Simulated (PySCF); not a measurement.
# Radial density of Zr (zirconium, neutral)

r2SCAN0, [Kr] 4d2 5s2, high-spin 3F determinant. Calculation: PySCF 2.14, in x2c-TZVPPall with one added diffuse shell each of s, p, d, f type (9s7p7d3f1g, 95 functions); scalar relativity by spin-free X2C-1e.

| r (bohr) | 4πr²ρ (e/bohr) | 4πr²(ρα − ρβ) |
| --- | --- | --- |
| 0.0393 | 45.25 | -0.0021 |
| 0.0661 | 45.05 | -0.0021 |
| 0.111 | 61.56 | 0.0235 |
| 0.187 | 42.61 | 0.1158 |
| 0.315 | 43.39 | 0.1688 |
| 0.529 | 30.53 | 0.0097 |
| 0.891 | 9.587 | 0.2828 |
| 1.50 | 6.614 | 0.9771 |
| 2.52 | 1.647 | 0.6723 |
| 4.24 | 0.5967 | 0.1038 |
| 7.13 | 0.05523 | -0.0125 |
| 12.0 | 0.0002238 | 0.0000 |

Densities and radii are taken from the X2C orbitals without a picture-change correction, which distorts them close to the nucleus.

Where is the radial spin density 4πr²(ρα − ρβ) most negative, and why is it negative at all?

Around r = 7.13 bohr, down to -0.0125 e/bohr: exchange with the open shell polarises the paired shells in an unrestricted calculation.
